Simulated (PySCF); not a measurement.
## Deuteron quadrupole couplings in `C=C(C)O[SiH-]C(F)F`

Compound: C₄H₇F₂OSi (charge -1).
SMILES with atom numbers: `[CH2:1]=[C:2]([CH3:3])[O:4][SiH-:5][CH:6]([F:7])[F:8]` (hydrogens: H9, H10 on C1; H11, H12, H13 on C3; H14 on Si5; H15 on C6)

Cartesian coordinates in Å at the GFN2-xTB level; atoms count from 1:
```
atom  x, y, z in Å
C1    -1.8196    1.5476   -0.6070
C2    -1.1472    0.4540   -0.2220
C3    -1.8639   -0.8099    0.1669
O4     0.1618    0.4300   -0.1777
Si5    1.1217   -0.8536    0.4832
C6     2.8028   -0.0158   -0.0313
F7     3.3599    0.7342    0.9905
F8     3.7795   -0.9584   -0.3010
H9    -2.8949    1.5591   -0.6497
H10   -1.3050    2.4514   -0.8844
H11   -2.9423   -0.6687    0.1820
H12   -1.6086   -1.6053   -0.5319
H13   -1.4978   -1.1205    1.1459
H14    1.0667   -1.7961   -0.6905
H15    2.7826    0.6600   -0.9062
```

Level: PBE0/pcSseg-1 (PySCF, non-relativistic); Q(2H) = 0.00286 b; rigid geometry, the same for H and D, with no vibrational averaging.

Question: Rank these positions by the coupling χzz of a deuteron there, largest first.
A. H15 (methine hydrogen)
B. H11 (methyl hydrogen)
C. H9 (vinylic hydrogen)
D. H14 (Si–H hydrogen)
E. H12 (methyl hydrogen)
F. H13 (methyl hydrogen)

Answer: C (237 kHz), B (215 kHz), E (210 kHz), F (203 kHz), A (183 kHz), D (96 kHz).

Q: What are Vzz, η and χzz (234.96 MHz × Q × Vzz) at all hydrogens?

A: 
```
atom  bonded to  bond length (Å)  Vzz (au)     η  χzz (kHz)
  H9         C1            1.076    0.3522  0.12        237
 H10         C1            1.076    0.3517  0.10        236
 H11         C3            1.088    0.3200  0.02        215
 H12         C3            1.089    0.3130  0.03        210
 H13         C3            1.090    0.3014  0.03        203
 H14        Si5            1.506    0.1430  0.12         96
 H15         C6            1.106    0.2727  0.08        183
```

Q: Average by the element that carries the hydrogen.

A: on C: 214 kHz over 6 positions, mean bond length 1.088 Å; on Si: 96 kHz over 1 position, mean bond length 1.506 Å.

Q: How does χzz go with the bond length over the 6 C–H bonds?

A: A straight-line fit has a slope of -18.6 kHz for each 0.01 Å, with a correlation coefficient of -0.99, over lengths from 1.076 to 1.106 Å. The longer bonds have the smaller couplings here.

Q: A static deuteron (I = 1) shows a doublet split by (3/2)χ, (3/4)χ(1 + η) and (3/4)χ(1 − η) with the field along z, y and x of the gradient. What are these for H9?

A: With |χ| = 236.7 kHz and η = 0.120: 355, 199 and 156 kHz, to first order and without motion.

Geometry: GFN2-xTB, one conformer, isolated ion. The pcSseg-1 basis has no diffuse functions, a weakness for an anion. GFN2-xTB bond lengths can be off by several hundredths of an ångström, more for odd bonds, and the gradients follow them. With so small a basis the couplings can be 20 % off.

These values come from a run that also computed NMR shieldings. Time: 47 s of wall time; peak memory 0.80 GiB. Hardware: one thread of an Arm Neoverse N1, no GPU (shared host).
